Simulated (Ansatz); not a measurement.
`N=CC([SiH3])Cl`. The species carries charge 0 and has multiplicity 1. All single points use the PBE0-D4/def2-TZVP geometry. It is one conformer, not always the lowest.

```xyz
11

N     1.212    0.106   -1.925
C     0.768   -0.585   -0.966
C     0.526   -0.115    0.432
Si   -1.295    0.368    0.697
Cl    0.911   -1.409    1.611
H     1.450    1.054   -1.625
H     0.486   -1.623   -1.162
H     1.172    0.734    0.666
H    -1.610    1.506   -0.205
H    -2.142   -0.802    0.364
H    -1.478    0.765    2.113
```

Q: What is the dipole moment at PBE/def2-TZVPP? (Best estimate.)

A: The calculation gave: 1.89 D, with components (-0.68, 1.37, 1.11) D in this frame, pointing from negative to positive charge.

Q: And with r2SCAN, B3LYP, ωB97M-V? (Best estimate.)

A: The calculation gave: r2SCAN 1.96 D, B3LYP 1.99 D, ωB97M-V 2.00 D.

Q: Give the Mulliken charges with PBE, ωB97M-V, r2SCAN in def2-TZVPP. (Best estimate.)

A: Computed: 
| atom | PBE | ωB97M-V | r2SCAN |
| --- | --- | --- | --- |
| N1 | -0.20 | -0.22 | -0.29 |
| C2 | -0.09 | -0.04 | 0.01 |
| C3 | 0.00 | -0.14 | 0.02 |
| Si4 | 0.19 | 0.17 | 0.27 |
| Cl5 | -0.14 | -0.11 | -0.16 |
| H6 | 0.14 | 0.11 | 0.14 |
| H7 | 0.10 | 0.13 | 0.08 |
| H8 | 0.10 | 0.13 | 0.08 |
| H9 | -0.05 | -0.02 | -0.06 |
| H10 | -0.03 | 0.00 | -0.04 |
| H11 | -0.03 | 0.00 | -0.05 |

B3LYP here is the variant with VWN-RPA as its local correlation; programs differ in this.
